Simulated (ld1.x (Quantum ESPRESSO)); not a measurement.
**Ca (Z = 20): one change to a TM potential, before and after**

calcium (Ca), norm-conserving Troullier–Martins (Kleinman–Bylander form), made with ld1.x (Quantum ESPRESSO) 7.5 (PBE, scalar-relativistic). Core [Ne] 3s2, reference 3p6 3d0 4s1.75 4p0 (charge +0.25). Waves: 4s (bound): rc 3.40 bohr; 3p (bound): rc 1.30 bohr; 3d (bound, empty): rc 2.15 bohr. Local part: all-electron potential smoothed inside 3.35 bohr (lloc = -2). Core correction: a·sin(br)/r model core, default radius (core density twice the valence density).

All-electron outer shells of the reference configuration (PBE, scalar-relativistic, ld1.x):

```
shell  level (eV)  outermost node (bohr)  outermost maximum (bohr)
   2p     -336.34                      –                      0.25
   3s      -48.68                   0.45                      0.99
   3p      -29.59                   0.42                      1.04
   4s       -5.00                   1.43                      3.33
   3d       -3.41                      –                      1.27
   4p       -2.46                   1.62                      4.18
```

Change: all radii but the core radius scaled by about 1.29 (s 4.40, p 1.68, d 2.78 bohr); local potential all-electron potential smoothed inside 4.34 bohr (lloc = -2).

Cutoffs: the cutoffs (Ry, on a coarse ladder) from which the occupation-weighted sum of valence levels, in a spherical-Bessel basis at the reference potential, stays within 10 and 1 mRy of its value at 400 Ry; they do not see the model core or the augmentation charge, which bear on the density cutoff. Errors are all-electron minus pseudo energies relative to the spin-unpolarised reference configuration.

**Question.** How do hardness, ghosts and transferability respond?

**Answer.** The potential gets softer (55 Ry and 80 Ry → 30 Ry and 50 Ry); of the 7 tests that both files solve, the error grows in 2 and shrinks in 3 by more than 15 % and 0.3 meV (median size 2.3 → 11.3 meV); neither file shows a bound ghost. A larger radius leaves more room for a smooth pseudo-wave, so fewer plane waves are needed.

| quantity | base | changed |
| --- | --- | --- |
| cutoff, loose | 55 Ry | 30 Ry |
| cutoff, tight | 80 Ry | 50 Ry |
| bound ghosts | none | none |
| error for 3p6 3d0 4s2 4p0, meV [ΔE -1.09 eV] | +0.3 | -0.1 |
| error for 3p6 3d0 4s1 4p0, meV [ΔE 5.21 eV] | +2.3 | -4.9 |
| error for 3p6 3d0 4s0 4p0, meV [ΔE 17.04 eV] | +0.9 | -67 |
| error for 3p6 3d0 4s1.5 4p0, meV [ΔE 1.41 eV] | +0.2 | -0.4 |
| error for 3p6 3d1 4s1 4p0, meV [ΔE 1.19 eV] | -49 | +11 |
| error for 3p6 3d1 4s0 4p0, meV [ΔE 6.59 eV] | -101 | +25 |
| error for 3p5 3d0 4s2 4p0, meV [ΔE 33.57 eV] | -223 | -68 |
